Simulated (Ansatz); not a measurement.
An input meant for the cluster PtAu₃ (charge 0, doublet).

```yaml
crystal:
  periodic: [false, false, false]
  atoms:
    - {symbol: Pt, position_ang: [-0.276052, 0.379075, 0.010497]}
    - {symbol: Au, position_ang: [-0.116400, -2.235839, -0.018303]}
    - {symbol: Au, position_ang: [2.146691, -0.612790, -0.059376]}
    - {symbol: Au, position_ang: [-1.754239, 2.469554, 0.067182]}
basis:
  gaussian: {orbitals: def2-SVPD, final_grid: {core_spheres: 20, valence_spheres: 16, degree: 47}}
magnetization: {spin_polarized: true, initial_magnetization: 1}
hamiltonian: {xc: {name: wB97}}
multiplicity: 3
output: {forces: true}
```

```sh
$ ansatz run in.yaml --threads 2 --pin off --events-out ev --progress --plain --max-ram 4352MiB
```

It prints (some lines left out):

```
Error: YAML parse error: error: line 12 column 1: unknown field `multiplicity`, expected one of crystal, accuracy, basis, kpoints, hamiltonian, magnetization, projection, total_charge, correlation, batch, efield, external_charges, scf, relax, neb, saddle, md, ramp, phonons, dielectric, real_time, elastic, magnetic_configurations, gw, evaluate, workflow, output, checkpoint, execution
10 | magnetization: {spin_polarized: true, initial_magnetization: 1}
11 | hamiltonian: {xc: {name: wB97}}
12 | multiplicity: 3
13 | output: {forces: true}
```

(1) What is wrong with this run?

## Answers

(1) The input holds a key that doesn't belong there (the spin goes under magnetization). The input was rejected before any iteration.
